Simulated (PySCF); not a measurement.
C2H12OSi3, SMILES [SiH3][SiH2]O[C@@H](C)[SiH3].

The structure is a stationary point at B3LYP-D3(BJ)/def2-SVP. The structure was generated by enumeration; whether it is a known compound was not checked. Other conformers were not sampled.

Two levels are set side by side: TDA-PBE/def2-SVPD (PySCF) and TDA-ωB97X/def2-SVPD (PySCF). Vertical, same geometry. The lowest singlet is HOMO−1→LUMO 68 %, HOMO→LUMO 30 % with PBE and HOMO→LUMO 78 % with the other functional; states are paired by order. Differences are taken from unrounded values.

```csv
quantity,TDA-PBE
lowest singlet excitation (eV),5.54
lowest triplet excitation (TDA) (eV),5.07
```

These are the TDA-PBE values. What does TDA-ωB97X give? (The exact figures need the calculation; the answer reports its results.)


```
quantity                              TDA-ωB97X  TDA-PBE minus TDA-ωB97X
------------------------------------  ---------  -----------------------
lowest singlet excitation (eV)             6.59                    -1.05
lowest triplet excitation (TDA) (eV)       5.85                    -0.78
```

Functionals without exact exchange tend to place singlet excitations lower, as here. Differences between two approximate levels are no errors against the true value.

Rough cost on one machine, each run with all the roots and properties that it gave: TDA-ωB97X against TDA-PBE about 6 times.
